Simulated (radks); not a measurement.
The numbers below are computed, except where a source is named.
Valence configurations of Mn I (all share [Ar]). Level of theory: scalar-relativistic Kohn-Sham, LDA (Slater exchange, Perdew-Wang correlation), spin-polarised, spherical densities, finite nucleus; open shells are filled with parallel spins first; Fermi nuclear charge, rms radius 3.7057 fm (a radial shooting solver on a logarithmic mesh with Libxc functionals). Order these by energy: 3d4 4s1 4p2; 3d5 4p2; 3d5 4s0.5 4p1.5; 3d6 4p1; 3d5 4s1 4p1; 3d5 4s1.5 4p0.5; 3d4.5 4s2 4p0.5; 3d6 4s1; 3d4 4s2 4p1; 3d5 4s2.

Answer. From the lowest, in eV above it: 3d5 4s2 0.000; 3d6 4s1 1.260; 3d5 4s1.5 4p0.5 1.360; 3d5 4s1 4p1 2.413; 3d4.5 4s2 4p0.5 3.895; 3d5 4s0.5 4p1.5 4.560; 3d6 4p1 4.881; 3d5 4p2 6.751; 3d4 4s2 4p1 9.006; 3d4 4s1 4p2 11.779. NIST lists [Ar] 3d5 4s2 as the ground configuration; this level of theory agrees among the configurations tried. The energies are those of spherical high-spin densities, not of single terms.
